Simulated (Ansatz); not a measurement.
Isolated molecules relaxed with PBE0-D4/def2-TZVP in Ansatz; ΔE leaves out vibrations. CCSD(T)/CBS is the MP2 limit (def2-TZVPP, def2-QZVPP) plus CCSD(T) − MP2 in def2-TZVPP, frozen cores. This one scheme is used for every species. DFT in def2-TZVPP. B3LYP here is the variant with VWN-RPA as its local correlation; programs differ in this. For Ga outer-core shells are correlated without core-valence functions, which leaves a few kJ/mol of doubt a bond. Scalar relativity is left out up to krypton. Each species was taken in one conformer, which may not be the lowest.

Reaction (redistribution): `[CH3][AlH][O][SiH2][GaH2]` + `[SiH3]P` → `P[SiH2][GaH2]` + `[CH3][AlH][O][SiH3]`

`[CH3][AlH][O][SiH2][GaH2]`:

Cartesian coordinates in Å:
```
C -0.909 -0.466 2.682
Al -0.370 0.920 1.433
O 0.547 0.481 0.087
Si 1.359 0.172 -1.289
Ga -0.118 -0.434 -3.105
H -1.502 -1.236 2.178
H -1.504 -0.073 3.510
H -0.036 -0.973 3.106
H -0.729 2.455 1.579
H 2.170 1.365 -1.682
H 2.340 -0.931 -1.054
H 0.436 -0.795 -4.536
H -1.683 -0.485 -2.910
```

`[SiH3]P`:

```xyz
7

Si    0.358   -0.145   -0.722
P    -0.314   -0.389    1.416
H    -0.149   -1.306   -1.498
H     1.844   -0.163   -0.741
H    -0.117    1.109   -1.364
H    -1.662   -0.044    1.130
H     0.040    0.939    1.778
```

`P[SiH2][GaH2]`:

Cartesian coordinates in Å:
```
P -1.894 0.405 -0.602
Si 0.341 0.054 -0.720
Ga 1.251 0.208 1.510
H -2.143 -0.802 0.104
H -2.186 -0.167 -1.869
H 0.889 1.093 -1.635
H 0.670 -1.278 -1.310
H 0.681 -0.735 2.634
H 2.389 1.224 1.888
```

`[CH3][AlH][O][SiH3]`:

Z-matrix (Å, degrees):
```
C
Al 1 1.942
H 1 1.093 2 112.4
H 1 1.096 2 110.3 3 -119.5
H 1 1.094 2 111.7 3 122.1
O 2 1.688 1 119.8 3 22.6
H 2 1.582 1 124.0 3 -158.2
Si 6 1.621 2 169.7 1 -4.7
H 8 1.489 6 110.8 2 -9.3
H 8 1.488 6 110.1 2 110.7
H 8 1.488 6 110.2 2 -129.3
```

**Question.** Is it downhill or uphill in electronic energy at CCSD(T)/CBS, and by how much? (Estimate.)

**Answer.** Ansatz gave: Downhill: ΔE = -3.4 kcal/mol.

**Question.** What do these levels give: PBE0-D4, B3LYP-D4, r2SCANh-D4, revPBE, r2SCAN, PBE0, r2SCANh, LC-ωPBE, MP2/def2-SVP, MP2/def2-TZVPP, HF/def2-QZVPP, MP2/def2-QZVPP? (An estimate is asked.)

**Answer.** The calculation gave: PBE0-D4 -3.1, B3LYP-D4 -2.8, r2SCANh-D4 -3.2, revPBE -2.6, r2SCAN -3.0, PBE0 -3.0, r2SCANh -3.2, LC-ωPBE -2.9, MP2/def2-SVP -4.4, MP2/def2-TZVPP -4.1, HF/def2-QZVPP -3.5, MP2/def2-QZVPP -4.1 kcal/mol.

Largest T1 diagnostic among the species: 0.014.

Leaving LDA and LC-ωPBE aside and taking each functional with its dispersion term where it has one, the values, not all of them listed here, spread over 1.2 kcal/mol, from PBE-QIDH to BLYP-D4. From BLYP to BHLYP (50 % exact exchange), in def2-TZVPP and without D4, ΔE moves by −0.8 kcal/mol.
